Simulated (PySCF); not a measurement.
# Ionising RbPb

UHF; PySCF, scalar-relativistic core potentials, basis sets Rb def2-SVP with ECP28, Pb def2-SVP with ECP60. Neutral (UHF): quartet (σ ↑, π ↑↑), Re = 3.599 Å, ωe = 84.9 cm⁻¹, De = 0.85 eV, HOMO -5.18 eV, LUMO -0.47 eV.

RbPb⁺ (UHF): triplet (σ ↑, π ↑), Re = 4.336 Å, ωe = 35.9 cm⁻¹. The energies at the minima are -215.66704 hartree for RbPb and -215.50396 for RbPb⁺.

Task: Work out the adiabatic ionisation energy, without and with harmonic zero-point energies (1 hartree = 27.2114 eV, 1 eV = 8065.5 cm⁻¹), and the change of the bond length.

Result: At UHF: 0.16308 hartree = 4.438 eV between the minima; the zero-point term (35.9 − 84.9)/2 cm⁻¹ = -0.003 eV makes it 4.435 eV. Re changes by +73.7 pm against the neutral. The electron leaves a π orbital, and the ion is left as a loose complex of an ion and an atom.

These are scalar-relativistic numbers at best; spin–orbit coupling would shift them, the dissociation energy most. Hartree–Fock leaves out correlation, which carries a large part of most bond energies and some tenths to 1 eV of ionisation energies. States were picked by a PBE0 search and need not be the measured ground states.
